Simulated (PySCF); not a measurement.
## Polarisability and C₆ of Ru (ruthenium, neutral)

[Kr] 4d6 5s1 5p1, one real determinant (an excited configuration). Calculation: PySCF 2.14, in x2c-TZVPPall with one added diffuse shell each of s, p, d, f type (9s7p7d3f1g, 95 functions); scalar relativity by spin-free X2C-1e. Coupled (time-dependent) response in atomic units; α is the mean over directions.

| method | mean α (bohr³) | α xx, yy, zz | C₆ (like pair) | S(−4) |
| --- | --- | --- | --- | --- |
| UHF | 94.68 | 83.09, 83.09, 117.9 | 1099 | 4855 |
| PBE | 106.3 | 82.45, 82.45, 154.1 | 1211 | 8061 |
| PBE0 | 99.93 | 80.27, 80.27, 139.3 | 1138 | 6457 |

S(−4) is the Cauchy moment in α(ω) = α(0) + S(−4) ω² + …

Spin-orbit coupling is absent.

α(iu) at UHF:

```
u (hartree)  α(iu) (bohr³)
          0          94.68
     0.0500          84.24
      0.100          64.87
      0.200          37.07
      0.300          23.73
      0.500          12.88
      0.750          7.907
       1.00          5.584
       1.50          3.358
       2.00          2.278
       3.00          1.247
       5.00         0.5352
```

A single London oscillator, α(iu) = α/(1 + u²/ω²), gives C₆ = (3/4) ω α². Matching the computed C₆ needs ω = 4 × 1099 / (3 × 94.68²) = 0.163 hartree.

The components differ because the open shell of this determinant is not spherical; for a pure term their mean is the scalar polarisability.

⟨L²⟩ = 8.07 against 12 for a pure F term, so this real determinant mixes terms.
